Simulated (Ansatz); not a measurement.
Molecule: C₂H₅BF, charge 0, multiplicity 2. It need not be the lowest isomer of its formula. SMILES: [CH2]B(C)F
Coordinates optimised at B3LYP-D3(BJ)/def2-TZVP (Ansatz, a quantum-chemistry and plane-wave program):
```xyz
9

B      0.0517    -0.0005     0.0286
F      0.0494    -0.0579     1.3750
C      1.4226     0.0484    -0.6591
C     -1.3362     0.0106    -0.6948
H      1.5367     0.0959    -1.7361
H      2.3524     0.0378    -0.1000
H     -1.9342     0.8614    -0.3515
H     -1.9093    -0.8831    -0.4259
H     -1.2664     0.0579    -1.7815
```
Charge 0, spin multiplicity 2.

Parts of the frozen-core correlation energy in cc-pwCVTZ (Ansatz, hartree). Frozen orbitals: 4; correlated occupied orbitals by spin: 12 and 11; virtual: 226 and 227. Open shells are spin-unrestricted. No spin-orbit coupling. No relativistic terms.

```
term                            value
-------------------------  ----------
reference (HF)             -202.88853
MP2 opposite-spin                 [?]
MP2 same-spin                     [?]
CCSD correlation             -0.71234
(T)                               [?]
T1 diagnostic                   0.012
largest doubles amplitude       0.021
<S^2> of the reference          0.759
```

**Question.** Fill in the missing entries.

**Answer.** 
- MP2 opposite-spin, value: -0.51969
- MP2 same-spin, value: -0.15866
- (T), value: -0.02441
